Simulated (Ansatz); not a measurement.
Total energies of BFH$_{4}$O$_{2}$Si, SMILES `OB(O)[SiH2]F`.

```xyz
9

O    -1.082   -1.246   -0.768
B    -0.521   -0.473    0.209
O    -0.950   -0.639    1.483
Si    0.955    0.883   -0.147
F     0.747    2.210    0.730
H    -0.769   -1.060   -1.655
H    -1.646   -1.303    1.558
H     2.302    0.336    0.172
H     0.963    1.293   -1.582
```

The species carries charge 0 and has multiplicity 1. All single points use the PBE0-D4/def2-TZVP geometry. It is one conformer, not always the lowest. Basis def2-TZVPP, Ansatz 0.2.0.

RPA on PBE orbitals: Hartree–Fock energy of these orbitals -565.34993 Eh, correlation -1.49062 Eh (frozen core).

```csv
functional,energy without D4 (Eh),D4 term (kJ/mol)
LDA (SPW92),-564.16738,–
PBE-QIDH,-566.79950,–
```

(1) Give the same for PBE, revPBE, BLYP, r2SCAN, B97M-V, PBE0, B3LYP, r2SCANh, r2SCAN0, HSE06 (plane-wave form), BHLYP, CAM-B3LYP, LC-ωPBE, ωB97X-V, ωB97M-V, B2PLYP. (Estimate.)

B3LYP takes the VWN-RPA correlation (the form of Gaussian; ORCA's B3LYP/G). HSE06 is the plane-wave form, built on full-range PBE exchange. The double hybrids freeze the cores in their second-order part.

Results:

(1) Ansatz gave: 
```
             functional  energy without D4 (Eh)  D4 term (kJ/mol)
                    PBE              -566.88279             -15.1
                 revPBE              -567.17346             -46.5
                   BLYP              -567.28527             -33.4
                 r2SCAN              -567.17433              -3.7
                 B97M-V              -567.18575                 –
                   PBE0              -566.91720             -12.7
                  B3LYP              -567.36189             -24.4
                r2SCANh              -567.15754              -3.9
                r2SCAN0              -567.13361              -4.3
HSE06 (plane-wave form)              -566.89816             -11.8
                  BHLYP              -567.21529             -18.4
              CAM-B3LYP              -567.25783             -12.9
                LC-ωPBE              -567.07911                 –
                ωB97X-V              -567.19502                 –
                ωB97M-V              -567.23030                 –
                 B2PLYP              -567.04123                 –
```

LC-ωPBE has ω = 0.4 bohr⁻¹.
